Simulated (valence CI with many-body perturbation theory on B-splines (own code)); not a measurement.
**Nd27+: magnetic and hyperfine properties of the levels**

Computed by configuration interaction combined with many-body perturbation theory (CI+MBPT): five valence electrons over a frozen Dirac-Fock core [Ar] 3d10, a basis of 11 s, 11 p, 10 d, 8 f, 5 g, 2 h functions for each j, with the one-electron correlation potential Σ1, the two-electron term Σ2, the three-electron term Σ3, Breit, model QED; selected CI, second order for the rest, scaled by the run's own slope (own B-spline code, finite nucleus).

The last digits are not significant, and no measured levels were compared; by estimate large intervals hold to a few tenths of a per cent, small ones and those within an open d or f shell to about a per cent. Among the levels kept, up to 2000 cm⁻¹ of a level comes from second order outside the variational space, and about a tenth of that is noise between levels of different J, which matters for small intervals.

A/g_I is the dipole constant over the nuclear g factor μ/I (μ in nuclear magnetons, uniformly magnetised nucleus), B/Q the quadrupole constant per barn. Both hold the static response of the core; the bare values leave it out. Large factors of s and p1/2 electrons are usually good to 5 to 10 %; those of open d and f shells near neutrality can be off by tens of per cent, and small factors of p3/2, d and f electrons come from cancelling terms and can be off by a factor of two or in sign, in half-filled shells by more. B is blank for J = 1/2, where it vanishes, and for nearly pure S terms. Energies count from the lowest level.

Levels are named by their leading jj configuration (3d3/2^4 stands for four electrons in 3d with j = 3/2), which in mixed levels can hold well under half, so a name can repeat and another be missing. Letters in brackets count levels of one name in rising energy.

```
                             Level  E (eV)      g  A/g_I (MHz)  A/g_I bare  B/Q (MHz/b)  B/Q bare
        (4s^2 4p1/2^2 4p3/2) J=3/2    0.00  1.426        21200       20100        37600     35900
        (4s^2 4p1/2 4p3/2^2) J=3/2   26.00  1.422        -2730       -2820        11000     10500
        (4s^2 4p1/2 4p3/2^2) J=5/2   29.88  1.198        50600       48500         -127      -113
        (4s^2 4p1/2 4p3/2^2) J=1/2   34.81  0.662       160000      154000                       
              (4s^2 4p3/2^3) J=3/2   61.34  1.280        24200       23100       -48500    -46400
        (4s 4p1/2^2 4p3/2^2) J=5/2   88.94  1.515       115000      110000        17300     16600
        (4s 4p1/2^2 4p3/2^2) J=3/2   98.01  1.175       -35700      -34100       -22500    -21500
        (4s 4p1/2^2 4p3/2^2) J=1/2  100.08  2.268       453000      434000                       
        (4s^2 4p1/2^2 4d3/2) J=3/2  108.15  0.864         8410        8340         5910      5710
        (4s^2 4p1/2^2 4d5/2) J=5/2  115.92  1.185         7330        7300        11300     10900
      (4s 4p1/2 4p3/2^3) J=3/2 [a]  118.44  1.382        72400       69500       -33900    -32500
          (4s 4p1/2 4p3/2^3) J=5/2  123.14  1.272       130000      124000       -56200    -53800
(4s^2 4p1/2 4p3/2 4d3/2) J=1/2 [a]  127.48  1.013       -35900      -34200                       
(4s^2 4p1/2 4p3/2 4d3/2) J=3/2 [a]  127.76  1.043        32200       31000       -13000    -12400
(4s^2 4p1/2 4p3/2 4d3/2) J=5/2 [a]  131.31  0.944        40500       39000       -12900    -12300
    (4s^2 4p1/2 4p3/2 4d3/2) J=7/2  134.28  1.092        35300       34000        26700     25600
(4s^2 4p1/2 4p3/2 4d3/2) J=1/2 [b]  134.71  0.594        42200       40700                       
(4s^2 4p1/2 4p3/2 4d5/2) J=7/2 [a]  137.01  1.311        -4250       -3960        48500     46400
      (4s 4p1/2 4p3/2^3) J=3/2 [b]  137.42  1.080         -712        -512       -12200    -11700
    (4s^2 4p1/2 4p3/2 4d5/2) J=9/2  141.03  1.217        27000       26000        30800     29600
(4s^2 4p1/2 4p3/2 4d5/2) J=5/2 [a]  142.67  1.234        16600       16100        -5460     -5160
(4s^2 4p1/2 4p3/2 4d5/2) J=3/2 [a]  143.72  1.143        -2960       -2790          121       112
(4s^2 4p1/2 4p3/2 4d3/2) J=5/2 [b]  147.11  1.275        28500       27500        -7010     -6720
(4s^2 4p1/2 4p3/2 4d3/2) J=1/2 [c]  147.53  2.017        54600       52200                       
(4s^2 4p1/2 4p3/2 4d3/2) J=3/2 [b]  148.33  1.484        22200       21500       -12800    -12300
(4s^2 4p1/2 4p3/2 4d5/2) J=7/2 [b]  149.32  1.067        30500       29500        22100     21200
(4s^2 4p1/2 4p3/2 4d5/2) J=3/2 [b]  153.44  0.855        41800       40400        13700     13100
(4s^2 4p1/2 4p3/2 4d5/2) J=5/2 [b]  153.73  1.138        -73.4        35.9        25600     24500
    (4s^2 4p1/2 4p3/2 4d5/2) J=1/2  155.38  1.148       124000      119000                       
                (4s 4p3/2^4) J=1/2  159.90  1.358       162000      156000                       
        (4s^2 4p3/2^2 4d5/2) J=7/2  168.06  1.256        12500       12200         9050      8700
        (4s^2 4p3/2^2 4d5/2) J=9/2  169.50  1.223        13800       13400        32500     31200
        (4s^2 4p3/2^2 4d3/2) J=1/2  170.02  1.108        11800       10700                       
    (4s^2 4p3/2^2 4d3/2) J=3/2 [a]  171.14  1.146        17000       16300       -18500    -17800
        (4s^2 4p3/2^2 4d3/2) J=5/2  171.83  1.211        24900       24000        -9350     -8960
        (4s^2 4p3/2^2 4d3/2) J=7/2  175.46  1.104        19700       19000          700       801
    (4s^2 4p3/2^2 4d5/2) J=5/2 [a]  179.19  1.204         6280        6270        56800     54400
    (4s^2 4p3/2^2 4d3/2) J=3/2 [b]  179.24  1.014        12000       11800         9580      9250
        (4s^2 4p3/2^2 4d5/2) J=1/2  183.24  1.815       140000      135000                       
        (4s^2 4p3/2^2 4d5/2) J=3/2  186.45  1.056         9790        9690         5170      4970
```

Problem. Take the isotope of mass number 143, with I = 7/2, μ = -1.065 μN, leaving out the quadrupole term. What is the hyperfine structure of (4s 4p1/2^2 4p3/2^2) J=1/2?

Solution. From the table A = -138000 MHz. Shifts from the centre of gravity in MHz: F = 3: 310000, F = 4: -242000.
